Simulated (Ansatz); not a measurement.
Species: C₂H₈NSi (charge 0, doublet). SMILES: C[Si](C)N
Structure (B3LYP-D3(BJ)/def2-TZVP (Ansatz, an electronic-structure program) minimum search):
```
Si
N 1 1.7395
H 2 1.0096 1 119.44
H 2 1.0096 3 110.08 1 -143.82
C 1 1.8856 2 106.97 3 169.40
H 5 1.0915 1 110.74 2 179.83
H 5 1.0917 6 107.67 1 122.14
H 5 1.0945 6 108.46 7 116.89
C 1 1.8856 2 106.97 3 50.14
H 9 1.0915 1 110.74 2 -179.83
H 9 1.0917 10 107.67 1 -122.14
H 9 1.0945 10 108.46 11 -116.89
```
Charge 0, spin multiplicity 2.

Wanted: atomisation energy, in kcal/mol. Terms: no dispersion term unless named; no spin-orbit coupling; frozen cores in correlated levels; non-relativistic; open shells spin-unrestricted; atomisation electronic, to ground-state atoms. CBS marks a two-point X^-3 extrapolation of the correlation energy; Hartree-Fock from the larger set. First-principles rows: single points at B3LYP-D3(BJ) geometries (Ansatz).

```csv
species,coefficient,"E at HF/STO-3G (Ansatz), Eh","E at PBE/def2-TZVPD (Ansatz), Eh"
C[Si](C)N,-1,-418.80821,-425.00370
C atom,+2,-37.19839,-37.79605
H atom,+8,-0.46658,-0.49962
N atom,+1,-53.71901,-54.53224
Si atom,+1,-285.46622,-289.22297
```

Coupled cluster (Ansatz) is a level with limits of its own, used here on species with T1 under 0.025 (0.045 for open shells) and stable references: CCSD(T)/CBS(cc-pV(T+d)Z,cc-pV(Q+d)Z). Value to compare with, CCSD(T)/CBS(cc-pV(T+d)Z,cc-pV(Q+d)Z) (Ansatz): 1031.1 kcal/mol. 1 Eh = 627.5095 kcal/mol.

Task: Work the quantity out at each level, and compare with CCSD(T)/CBS(cc-pV(T+d)Z,cc-pV(Q+d)Z) (Ansatz).

Result: 
- HF/STO-3G: the sum of coefficient times E is 1.49356 Eh, or 937.22 kcal/mol. Result: 937.2 kcal/mol. Its difference against CCSD(T)/CBS(cc-pV(T+d)Z,cc-pV(Q+d)Z) (Ansatz) is -93.9 kcal/mol.
- PBE/def2-TZVPD: the sum of coefficient times E is 1.65943 Eh, or 1041.31 kcal/mol. Result: 1041.3 kcal/mol. Its difference against CCSD(T)/CBS(cc-pV(T+d)Z,cc-pV(Q+d)Z) (Ansatz) is 10.2 kcal/mol.
